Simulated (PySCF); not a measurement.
**Computed structure and properties of [AuF2]−**

System: [AuF2]− (singlet); start: template (D∞h). Method: PySCF 2.14.0, RKS B3LYP, Au def2-SVP with ECP60, F def2-SVP; non-relativistic Hamiltonian with scalar-relativistic core potentials where named; density fitting; no spin-orbit coupling.

Input of the relaxation:

```python
mol = gto.M(atom='''
Au     0.00000     0.00000     0.00000
F      0.00000     0.00000     1.68560
F      0.00000     0.00000    -1.68560''',
    basis={'Au': 'def2-SVP', 'F': 'def2-SVP'},
    ecp={'Au': 'def2-SVP'},
    charge=-1, spin=0)
mf = dft.RKS(mol, xc='B3LYP')
mf.grids.atom_grid = (50, 194)
mf = mf.density_fit()  # fitting sets: Au def2-universal-JKFIT, F def2-universal-JKFIT
mf.conv_tol = 1e-08; mf.max_cycle = 55
mf.kernel(dm0)  # dm0: converged density of the start geometry
# quasi-Newton relaxation in Cartesian coordinates to a largest gradient under 0.00045 Eh/bohr, steps kept in the point group
```

Run from Python with OMP_NUM_THREADS=2; the lines above give its settings. Where DIIS fails, smearing, a level shift and second-order steps follow.
It took 5.8 s on 2 threads of AMD EPYC 7B13 (Zen 3), with other jobs on the host, from the converged density of the start.

Course of the relaxation:

```
step  energy above end (eV)  largest force component within the symmetry (eV/Å)
   0                 2.9474                                              13.647
   1                 0.1266                                               1.796
   2                 0.0391                                               0.940
   3                 0.0013                                               0.151
   4                 0.0000                                               0.014
   5                 0.0000                                               0.000
```

Relaxed geometry (D∞h):

```xyz
3

Au    0.0000    0.0000    0.0000
F     0.0000    0.0000    1.9711
F     0.0000    0.0000   -1.9711
```

```json
{"contact": "Au1–F2 (F)", "Å": "1.971"}
{"contact": "Au1–F3 (F)", "Å": "1.971"}
```

On the finer grid (75, 302):

* HOMO: -1.32 eV
* LUMO: 4.90 eV
* Dipole about the centre of mass: 0.00 D
* Set of Mulliken populations of Au1 outside the core potential: s 3.10, p 6.29, d 9.57, f 0.01
* D3(BJ) dispersion energy (not in the energies): -0.056 eV

```csv
atom,Mulliken (e),Löwdin (e),spin (e)
Au1,0.02,-0.26,0.00
F2,-0.51,-0.37,0.00
F3,-0.51,-0.37,0.00
```

On the grid (50, 194), as all that follows. Harmonic modes: a minimum; lowest 197 cm⁻¹ (negative: unstable), highest 578 cm⁻¹, zero-point energy 0.094 eV.

Taking off one F (charge -1, singlet; the rest: singlet) in vacuum, both parts rigid, costs 5.54 eV; the small basis without counterpoise inflates it.

Rigid scan of F along the line from its metal:

```csv
distance to F2 (Å),energy (eV)
1.67,1.584
1.77,0.574
1.87,0.118
1.97,0.000
2.07,0.081
2.17,0.273
2.37,0.793
2.67,1.579
3.07,2.387
3.57,3.050
```

One start shape was tried, so this needn't be the lowest isomer.
